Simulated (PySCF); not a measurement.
Bi(F)2(Me) (CH₃BiF₂), SMILES [CH3][Bi]([F])[F]. Atoms are numbered in the order given.

```xyz
7

Bi     0.1057     0.2668     0.0000
F      0.5975    -1.0020     1.5278
F      0.5975    -1.0020    -1.5278
C     -2.0639    -0.4139     0.0000
H     -2.1932    -1.0288    -0.9020
H     -2.7617     0.4361     0.0000
H     -2.1932    -1.0288     0.9020
```

The structure is a stationary point at B3LYP-D3(BJ)/def2-SVP. The def2 effective core potentials stand for the cores of Bi; spin–orbit coupling is left out.

Computed with PySCF with TDA-CAM-B3LYP/def2-SVPD.

Vertical excitations. Gas-phase values at a fixed geometry. State labels are in the subgroup Cs.

### Question
Give excitation energies, oscillator strengths and character. (An estimate is asked for; the answer gives what the named calculation found.)

### Answer

```tsv
state	symmetry	energy (eV)	λ (nm)	f	main pairs
S1	A"	4.98	249	0.018	HOMO→LUMO 98 %
S2	A'	5.20	238	0.029	HOMO→LUMO+1 96 %
S3	A'	7.33	169	0.491	HOMO→LUMO+2 74 %
S4	A"	7.40	167	0.005	HOMO−2→LUMO+1 48 %, HOMO−1→LUMO 44 %
S5	A'	7.47	166	0.031	HOMO−2→LUMO 62 %, HOMO−1→LUMO+1 20 %
S6	A'	7.54	164	0.216	HOMO→LUMO+3 70 %
S7	A'	7.64	162	0.048	HOMO−1→LUMO+1 56 %, HOMO−2→LUMO 28 %, HOMO→LUMO+3 9 %
S8	A"	7.65	162	0.004	HOMO−3→LUMO+1 83 %
S9	A'	7.72	161	0.069	HOMO−3→LUMO 71 %, HOMO→LUMO+3 13 %
S10	A"	8.14	152	0.053	HOMO−4→LUMO 57 %, HOMO−1→LUMO 16 %, HOMO−3→LUMO+1 10 %
T1	A"	4.39	283	0	HOMO→LUMO 97 %
T2	A'	4.50	276	0	HOMO→LUMO+1 96 %
T3	A'	5.59	222	0	HOMO→LUMO+2 84 %
T4	A"	6.68	186	0	HOMO−1→LUMO 90 %
```
Triplets are in the Tamm–Dancoff approximation.
